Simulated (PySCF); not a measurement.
A structure optimised at PBE-D3(BJ)/def2-SVP, used in a PySCF frequency run:

```xyz
7

Al    -0.0815     0.1328     0.5419
C      0.1442    -0.3445    -1.4060
F     -0.7193     0.3110    -2.2226
F     -0.0243    -1.6759    -1.6294
F      1.4069    -0.0265    -1.8195
Cl    -1.1654     1.8383     1.0957
Cl     0.8256    -1.0816     1.9887
```
Charge 0, spin multiplicity 1.

Task: Write its SMILES and formula.

Result: F[C](F)(F)[Al]([Cl])[Cl], CAlCl₂F₃

Task: What are its rotational constants (standard atomic weights)?

Result: 1.5479, 1.0544, 0.70728 GHz
